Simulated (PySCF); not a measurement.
Effect of structural changes

Theory: TDA CAM-B3LYP/def2-TZVP excited states, vertical, gas phase (PySCF 2.14.0). Geometry: PBE0-D3(BJ)/def2-SVP.

Each molecule in one low-energy conformer.

Question: How does the vertical S1–T1 gap change along this series?
- Nc1ccc(S)cc1 (H on C replaced by SH)
- Nc1ccc(F)cc1 (H on C replaced by F)
- C#Cc1ccc(N)cc1 (H on C replaced by ethynyl)
- N#Cc1ccc(N)cc1 (H on C replaced by CN)
- Nc1ccc(N)cc1 (H on C replaced by NH2)
- Cc1ccc(N)cc1 (H on C replaced by CH3)

Answer: 
```
      molecule  S1 (eV)      S1 from  f(S1)  T1 (eV)      T1 from  S1 − T1 (eV)  S0–T1 spin-orbit coupling (cm⁻¹)  S1–T1 spin-orbit coupling (cm⁻¹)
  Nc1ccc(S)cc1     4.58    HOMO→LUMO  0.048     3.57    HOMO→LUMO          1.01                              0.71                              0.06
  Nc1ccc(F)cc1     4.83    HOMO→LUMO  0.070     3.67    HOMO→LUMO          1.15                              0.57                              0.07
C#Cc1ccc(N)cc1     4.79  HOMO→LUMO+1  0.034     3.35    HOMO→LUMO          1.44                              0.38                              0.09
N#Cc1ccc(N)cc1     4.89  HOMO→LUMO+1  0.029     3.48    HOMO→LUMO          1.42                              0.31                              0.05
  Nc1ccc(N)cc1     4.47    HOMO→LUMO  0.074     3.31    HOMO→LUMO          1.16                              0.97                              0.00
  Cc1ccc(N)cc1     4.87    HOMO→LUMO  0.048     3.81  HOMO→LUMO+1          1.06                              0.70                              0.11
```
The vertical S1–T1 gap is lowest for Nc1ccc(S)cc1 and highest for C#Cc1ccc(N)cc1.
